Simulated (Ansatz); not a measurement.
Start from `S[SiH2][TeH]` and change one atom or group to get `N[SiH2]S`.

Ansatz, PBE0-D4/def2-TZVP geometries, multiplicity 1. Each molecule was computed in one conformer, which needn't be the lowest.

Elements past krypton have def2 core potentials.  Spin–orbit coupling is left out; it splits and shifts lone-pair levels of the heavy atoms by tenths of an eV.

```csv
property,`S[SiH2][TeH]`
HOMO energy (B3LYP/def2-TZVPP) / eV,-6.42
HOMO energy (PBE0/def2-TZVPP) / eV,-6.65
HOMO energy (PBE/def2-TZVPP) / eV,-5.61
HOMO–LUMO gap (PBE0/def2-TZVPP) / eV,5.73
"ideal-gas entropy at 298 K and 1 bar (rigid rotor, harmonic PBE0-D4/def2-TZVP) / J/(mol·K)",344
LUMO energy (B3LYP/def2-TZVPP) / eV,-1.14
```

**Question.** Give the same properties after the change, and the shifts. (Best estimate.)

**Answer.** Ansatz gave: 
```
                                                                                  property  `N[SiH2]S`  shift
                                                       HOMO energy (B3LYP/def2-TZVPP) / eV       -6.95  -0.53
                                                        HOMO energy (PBE0/def2-TZVPP) / eV       -7.19  -0.54
                                                         HOMO energy (PBE/def2-TZVPP) / eV       -5.94  -0.33
                                                      HOMO–LUMO gap (PBE0/def2-TZVPP) / eV        7.47   1.74
ideal-gas entropy at 298 K and 1 bar (rigid rotor, harmonic PBE0-D4/def2-TZVP) / J/(mol·K)         315    -29
                                                       LUMO energy (B3LYP/def2-TZVPP) / eV        0.01   1.15
```

With PBE0 the HOMO falls by 0.54 eV and the LUMO rises by 1.20 eV, so the gap widens by about 1.74 eV. PBE moves the HOMO by -0.33 eV and ωB97M-V by -0.69 eV. The zero-point energy changes by 49.2 kJ/mol with +3 modes.

B3LYP here is the variant with VWN-RPA as its local correlation; programs differ in this.
